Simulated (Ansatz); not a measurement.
`[AlH2][SiH2]P` and `P[SiH2][AlH][Cl]` differ in one atom or group.

Ansatz, PBE0-D4/def2-TZVP geometries, multiplicity 1. Each molecule was computed in one conformer, which needn't be the lowest.

| property | `[AlH2][SiH2]P` |
| --- | --- |
| LUMO energy (PBE0/def2-TZVPP) / eV | -2.20 |
| LUMO energy (B3LYP/def2-TZVPP) / eV | -2.39 |
| HOMO energy (B3LYP/def2-TZVPP) / eV | -7.20 |
| LUMO energy (PBE/def2-TZVPP) / eV | -2.95 |
| HOMO–LUMO gap (PBE0/def2-TZVPP) / eV | 5.22 |
| size of the dipole moment (PBE/def2-TZVPP) / D | 0.65 |

Give the same properties after the change, and the shifts. (An estimate is asked.)

Ansatz gave: 
```csv
property,`P[SiH2][AlH][Cl]`,shift
LUMO energy (PBE0/def2-TZVPP) / eV,-2.05,0.15
LUMO energy (B3LYP/def2-TZVPP) / eV,-2.20,0.19
HOMO energy (B3LYP/def2-TZVPP) / eV,-6.94,0.26
LUMO energy (PBE/def2-TZVPP) / eV,-2.76,0.19
HOMO–LUMO gap (PBE0/def2-TZVPP) / eV,5.09,-0.13
size of the dipole moment (PBE/def2-TZVPP) / D,1.05,0.40
```

With PBE0 the HOMO rises by 0.28 eV and the LUMO rises by 0.15 eV, so the gap narrows by about 0.13 eV. PBE moves the HOMO by 0.25 eV and ωB97M-V by 0.34 eV. Dipoles are sizes alone; their direction can turn.

B3LYP here is the variant with VWN-RPA as its local correlation; programs differ in this.
